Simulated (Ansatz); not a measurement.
Reaction (atomization): `C1[O][AlH][SiH2]1` → Al• + C• + 5 H• + O• + Si•

Computed with Ansatz on PBE0-D4/def2-TZVP structures; ΔE is electronic, products minus reactants. CCSD(T)/CBS is the MP2 limit (def2-TZVPP, def2-QZVPP) plus CCSD(T) − MP2 in def2-TZVPP, frozen cores. This one scheme is used for every species, atoms too. DFT in def2-TZVPP. HSE06 is defined as in plane-wave codes. No spin–orbit coupling; open shells (•) take unrestricted orbitals. Spin–orbit coupling would lower the free atoms: a little for Al, C, O, Si.

`C1[O][AlH][SiH2]1`:

Z-matrix (Å, degrees):
```
C
Al 1 2.531
Si 1 1.934 2 63.7
O 1 1.440 2 40.9 3 -180.0
H 1 1.095 2 124.9 3 -100.2
H 1 1.095 2 124.9 3 100.3
H 2 1.582 1 158.0 3 180.0
H 3 1.490 1 114.1 2 -117.7
H 3 1.490 1 114.1 2 117.7
```

| level | ΔE (kJ/mol) |
| --- | --- |
| r2SCAN-D4 | 3014.8 |
| BLYP | 2940.4 |
| PBE0 | 2969.7 |
| r2SCAN0 | 2958.9 |
| HSE06 | 2972.5 |
| BHLYP | 2885.6 |
| CCSD/def2-SVP | 2777.2 |
| CCSD(T)/def2-TZVPP | 2922.5 |

(1) What does CCSD(T)/CBS give? (Estimate.)

(2) What do rigid-rotor, harmonic-oscillator terms from PBE0-D4/def2-TZVP frequencies (298.15 K, 1 bar) make of the CCSD(T)/CBS value? (Estimate.)

Largest T1 diagnostic among the species: 0.018.

Answers

(1) The calculation gave: +3006.9 kJ/mol. The listed levels differ from it by 7.9, -66.5, -37.2, -48.0, -34.4, -121.3, -229.7, -84.4 kJ/mol.

(2) Ansatz gave: ΔZPE = -144.4 kJ/mol, ΔH = +2901.0 kJ/mol, ΔS = 916 J/(mol·K), ΔG = +2627.9 kJ/mol. Open shells count their whole term as degenerate.

At CCSD(T), def2-SVP lies −197.7 kJ/mol from the extrapolated value and def2-TZVPP −84.4 kJ/mol: correlation converges slowly with the basis, and small sets miss more of it in the bonded molecule than in its fragments. In def2-TZVPP, CCSD(T) changes the Hartree–Fock value by +759.1 kJ/mol (the triples alone add +46.1 kJ/mol) and MP2 by +797.1 kJ/mol; breaking electron pairs costs correlation energy, which Hartree–Fock lacks. From PBE to PBE0 (25 % exact exchange), in def2-TZVPP and without D4, ΔE moves by −46.1 kJ/mol: exact exchange takes away binding that semilocal exchange gives to molecules.

For atomizations the MP2-based limit and the directly extrapolated one differ by several kJ/mol either way, and by 10 to 25 for some Ge, Se and Sn compounds, so smaller differences from it don't rank the levels.
